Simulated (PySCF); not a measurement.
C2H5FO2Si, SMILES O=CO[Si@H](C)F. Atoms are numbered in the order given.

```xyz
11

C     -1.6430    -0.6862     0.6965
Si    -0.5341     0.5591    -0.1052
F     -1.1858     1.0644    -1.5011
O      0.9247    -0.1708    -0.6366
C      1.7916    -0.6833     0.2393
O      1.6231    -0.7067     1.4310
H     -1.1746    -1.0546     1.6219
H     -2.6204    -0.2426     0.9439
H     -1.8100    -1.5409     0.0218
H     -0.2093     1.7554     0.6998
H      2.6896    -1.0867    -0.2744
```

Geometry: B3LYP-D3(BJ)/def2-SVP. The structure was generated by enumeration; whether it is a known compound was not checked. The values are those of a single conformer.

All values below come from TDDFT-LC-ωPBE/def2-SVPD run with PySCF.

Vertical excitations. The molecule is in vacuum.

### Question
Estimate the UV-visible absorptions. (The exact figures need the calculation; the answer reports its results.)

### Answer

```csv
state,energy (eV),λ (nm),f,main pairs
S1,5.75,216,0.001,HOMO→LUMO 86 %
S2,8.28,150,0.087,"HOMO−1→LUMO 53 %, HOMO−2→LUMO 17 %, HOMO−3→LUMO 11 %"
S3,8.34,149,0.016,HOMO−3→LUMO 64 %
S4,8.99,138,0.014,"HOMO−1→LUMO+2 19 %, HOMO−1→LUMO+1 13 %, HOMO−1→LUMO+3 12 %, HOMO−1→LUMO+5 11 %"
S5,9.06,137,0.048,"HOMO→LUMO+2 39 %, HOMO→LUMO+1 27 %, HOMO→LUMO+3 7 %"
S6,9.40,132,0.058,"HOMO−1→LUMO+3 35 %, HOMO−1→LUMO+4 22 %, HOMO−1→LUMO+2 14 %"
S7,9.64,129,0.071,"HOMO→LUMO+3 31 %, HOMO→LUMO+1 22 %, HOMO→LUMO+5 18 %, HOMO→LUMO+8 8 %"
S8,9.81,126,0.083,"HOMO−1→LUMO+1 29 %, HOMO−1→LUMO 12 %, HOMO−2→LUMO 12 %, HOMO−1→LUMO+3 11 %"
S9,9.97,124,0.102,"HOMO→LUMO+5 37 %, HOMO→LUMO+4 14 %, HOMO→LUMO+6 10 %, HOMO→LUMO+2 9 %"
S10,10.00,124,0.029,"HOMO→LUMO+2 23 %, HOMO→LUMO+3 22 %, HOMO→LUMO+4 10 %, HOMO−1→LUMO+1 9 %"
T1,5.16,240,0,HOMO→LUMO 85 %
T2,6.05,205,0,"HOMO−2→LUMO 47 %, HOMO−1→LUMO 33 %"
T3,7.85,158,0,HOMO−3→LUMO 69 %
T4,8.37,148,0,"HOMO−1→LUMO+2 19 %, HOMO−1→LUMO+5 13 %, HOMO−1→LUMO+3 11 %, HOMO−1→LUMO+1 8 %"
```
Triplets are in the Tamm–Dancoff approximation, which puts them higher than full response would, so one can lie above its singlet here.
